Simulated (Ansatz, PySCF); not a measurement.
Tc (SMILES [Tc]), sextet (core potentials on Tc). Base run: B3LYP/def2-SVPD (PySCF).

The PySCF input:
```python
from pyscf import gto, scf, dft

mol = gto.M(
    atom='''
Tc    0.00000000    0.00000000    0.00000000
''',
    basis='def2-svpd',
    ecp={'Tc': 'def2-svpd'},
    spin=5,
    verbose=4,
)

mf = dft.UKS(mol)
mf.xc = 'b3lyp'
mf.kernel()
```

The same geometry, method and basis name were run in Ansatz (a program for electronic structure) and PySCF, at each program's defaults and at the settings that a row names. The base is PySCF at its defaults. Differences at the defaults can come from grids, fitting, cores and function types together. The rows with settings made alike still differ; the cause (another SCF solution, basis table, core potential or functional code) wasn't traced.

| code and settings | ΔE vs base (mEh) | basis functions | E (Eh) | SCF cycles |
|---|---|---|---|---|
| PySCF, defaults (exact integrals, its default grid, spherical functions) | 0.000 | 34 | -80.71084 | 24 |
| Ansatz, defaults (factorised integrals, its default grid, spherical functions) | 0.000 | 34 | -80.71084 | - |
| PySCF, density fitting with def2-universal-jkfit | 8.477 | 34 | -80.70236 | 21 |
| PySCF, fine grid | 8.508 | 34 | -80.70233 | 26 |
| Ansatz, high accuracy | 0.000 | 34 | -80.71084 | - |

Open shells are given as the SCF converged; they aren't shown to be the lowest states, and a large step between rows can be another state.
